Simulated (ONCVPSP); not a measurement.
Pt, ONCV: configuration errors across variants

platinum, optimised norm-conserving Vanderbilt (ONCV), made with ONCVPSP 4.0.1 (PBE, scalar-relativistic). Core [Kr] 4d10, reference 4f14 5s2 5p6 5d9 6s0.5 (charge +0.5). Waves: 5s+6s: rc 1.70 bohr, ncon 4, nbas 7, qcut 7 1/bohr, 2 projectors; 5p: rc 1.40 bohr, ncon 4, nbas 9, qcut 10.5 1/bohr, 3 projectors, debl 1.6 Ha; 5d: rc 2.05 bohr, ncon 4, nbas 9, qcut 7.9 1/bohr, 2 projectors, debl 3.2 Ha; 4f: rc 0.90 bohr, ncon 4, nbas 8, qcut 17.5 1/bohr, 2 projectors, debl 0.8 Ha. Local part: polynomial inside 0.80 bohr (lpopt 5, dvloc0 3 Ha). Core correction: Teter function, fcfact 5.25, rcfact 1.45.

In the p channel the program set the typed energies aside and used -2.205, 0.250, 1.850 Ha. In the f channel the program set the typed energies aside and used -2.720, 0.250 Ha.

All-electron excitation energies from the reference (eV): (1) 4f14 5s2 5p6 5d9 6s1 -3.694; (2) 4f14 5s2 5p6 5d9 6s0 5.500; (3) 4f14 5s2 5p6 5d8 6s0 25.466; (4) 4f13 5s2 5p6 5d10 6s1 65.228.

A true bound ghost makes a file unfit for plane-wave use even where its test errors are small: the radial tests pick states by their node count and pass the ghost by.

Errors AE − PS in meV (a dash: test not solved or not reliable):

```tsv
change	(1)	(2)	(3)	(4)	bound ghosts	GHOST(+) flags above zero
base	+1.0	-2.8	-4.6	+53	s	p
local potential polynomial inside 0.80 bohr (lpopt 5, dvloc0 -2.5 Ha)	+1.0	-2.8	-4.7	+139	s	p
local potential polynomial inside 0.80 bohr (lpopt 5, dvloc0 -0.5 Ha)	+1.0	-2.7	-4.7	+122	s	p
local potential polynomial inside 0.80 bohr (lpopt 5, dvloc0 1 Ha)	+1.0	-2.7	-4.7	+102	s	p
local potential polynomial inside 0.80 bohr (lpopt 5, dvloc0 5 Ha)	+0.8	-2.9	-4.6	-100	s	p
local potential polynomial inside 0.80 bohr (lpopt 5, dvloc0 6.5 Ha)	–	–	–	–	s	p
local potential polynomial inside 0.80 bohr (lpopt 5, dvloc0 8 Ha)	+1.1	-2.6	-4.7	+468	s	p
local potential polynomial inside 0.80 bohr (lpopt 5, dvloc0 9.5 Ha)	+1.1	-2.7	-4.7	+332	s	p
```

Question: Give the same row for: local potential polynomial inside 0.80 bohr (lpopt 5, dvloc0 2 Ha).

Answer: +1.0, -2.7, -4.7, +82; bound ghosts: s; GHOST(+) flags above zero: p.
